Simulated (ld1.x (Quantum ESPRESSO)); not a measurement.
Which change was made? (Ta, TM semilocal)

ld1.x (Quantum ESPRESSO) 7.5 input, shortened:

```
&input
   title='Ta', zed=73., rel=1, dft='PBESOL', iswitch=3,
   config='[Xe] 4f14 5d3 6s1.5 6p0'
 /
 &inputp
   pseudotype=1, tm=.true., lloc=0,
   nlcc=.true., rcore=1.05
 /
3
6P  2  1   0.00   0.00  4.00  4.00  0.0
5D  3  2   3.00   0.00  1.90  1.90  0.0
6S  1  0   1.50   0.00  2.85  2.85  0.0
 &test
   configts(1)='5d3 6s1.5 6p0'
 /
```

Cutoffs, loose and tight: the cutoffs (Ry, on a coarse ladder) from which the occupation-weighted sum of valence levels, in a spherical-Bessel basis at the reference potential, stays within 10 and 1 mRy of its value at 400 Ry. They do not see the model core or the augmentation charge, which bear on the density cutoff. Test errors are all-electron minus pseudo excitation energies from the reference, over the configurations 5d3 6s2 6p0; 5d3 6s1 6p0; 5d3 6s0 6p0; 5d3 6s0 6p1; 5d2 6s2 6p0; 5d1 6s0 6p0; 5d2 6s0 6p0; variants that change the core or the reference have their own tests. The largest error is taken over the tests solved by every variant that gives reliable tests at all, those not shown here included: 5d3 6s0 6p0; 5d3 6s0 6p1; 5d3 6s1 6p0; 5d3 6s2 6p0.

The base gives: outcome: generated; cutoff, loose: 30 Ry; cutoff, tight: 35 Ry; bound ghosts: none; largest test error (meV): -34.

(1) After one change the result is: outcome: generated; cutoff, loose: 25 Ry; cutoff, tight: 35 Ry; bound ghosts: none; largest test error (meV): -32. Which change was it?
A. reference 5d3 6s2 6p0
B. wave 6s (bound): rc 2.85 bohr becomes 6s (bound): rc 4.08 bohr
C. all radii but the core radius scaled by about 0.82 (s 2.34, p 3.30, d 1.56 bohr)

Results:

(1) C. The others give: wave 6s (bound): rc 2.85 bohr becomes 6s (bound): rc 4.08 bohr → outcome: generated; cutoff, loose: 30 Ry; cutoff, tight: 35 Ry; bound ghosts: none; largest test error (meV): -97 | reference 5d3 6s2 6p0 → outcome: generated; cutoff, loose: 25 Ry; cutoff, tight: 35 Ry; bound ghosts: none; largest test error (meV): -175.
